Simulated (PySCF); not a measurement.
CH6O3Si, SMILES O[Si](O)(O)C (connectivity only; charge and spin as stated), charge -1, multiplicity 2. Geometry: TPSSh-D3(BJ)/def2-SVPD. The values are those of a single conformer.

Computed with TPSSh-D3(BJ)/def2-SVPD in PySCF 2.14.0.

Harmonic wavenumbers (cm⁻¹): 136, 147, 181, 231, 298, 313, 317, 452, 463, 502, 626, 693, 718, 738, 781, 838, 926, 986, 1196, 1430, 1436, 2951, 3057, 3092, 3780, 3819, 3820. Rotational constants (GHz): 4.902, 3.358, 2.630; symmetry number 1.

**Question.** Work out the zero-point energy and the ideal-gas rigid-rotor harmonic-oscillator thermochemistry at 298.15 K and 1 atm.

**Answer.** ZPE = ½ Σ hcν = ½ × 33929 cm⁻¹ = 202.94 kJ/mol. H − E(el) = 226.29 kJ/mol. Entropy in J/(mol K): translation 165.43, rotation 110.50, vibration 75.39, spin 5.76, total 357.08. G − E(el) = 119.83 kJ/mol. Cp = 126.50 J/(mol K). Modes under 150 cm⁻¹ make the vibrational entropy uncertain.
